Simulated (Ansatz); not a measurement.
`[Cl][GeH3]` → `[Cl][GeH]` + H₂ at 400 K and 1 bar (germylene formation by 1,1-elimination).

Isolated molecules relaxed with PBE0-D4/def2-TZVP in Ansatz; ΔE leaves out vibrations. CCSD(T)/CBS adds triple-zeta CCSD(T) − MP2 to the extrapolated MP2 energy (def2 sets, frozen cores). This one scheme is used for every species. For Ge outer-core shells are correlated without core-valence functions, which leaves a few kJ/mol of doubt a bond. Scalar relativity is left out up to krypton.

```csv
species,CCSD(T)/CBS energy (Eh),H − E (kJ/mol),S (J/(mol·K))
`[Cl][GeH3]`,-2537.71925,82.5,281.4
`[Cl][GeH]`,-2536.49422,33.6,277.3
H₂,-1.17544,38.0,139.0
```

H − E and S are ideal-gas, rigid-rotor, harmonic terms from PBE0-D4/def2-TZVP. The MP2-based limit puts H₂ 0.8 mEh under its directly extrapolated value; such offsets cancel only in part. 1 Eh = 2625.50 kJ/mol, R = 8.31446 J/(mol·K).

Q: By hand: ΔE, ΔH, ΔS and ΔG.

A: ΔE = (-2536.49422) + (-1.17544) − (-2537.71925) = 0.04959 Eh = 130.2 kJ/mol. Δ(H − E) = 33.6 + 38.0 − 82.5 = -10.9, so ΔH = 119.3 kJ/mol. ΔS = 277.3 + 139.0 − 281.4 = 134.9 J/(mol·K). ΔG = 119.3 − 400 × (134.9)/1000 = 65.3 kJ/mol.

Q: By hand: the equilibrium constant, and the temperature at which ΔG would vanish if ΔH and ΔS stayed fixed.

A: log₁₀ K = −ΔG/(RT ln 10) = -8.5. ΔG = 0 at ΔH/ΔS = 884 K.

The number of gas molecules changes by +1, which sets the sign of ΔS. A doubt of 5 kJ/mol in ΔE shifts log₁₀ K by 0.7 here. These are equilibria of isolated gas molecules and say nothing of rates. Largest T1 diagnostic: 0.013 (customary marks: 0.02 for closed shells, 0.045 for open ones).
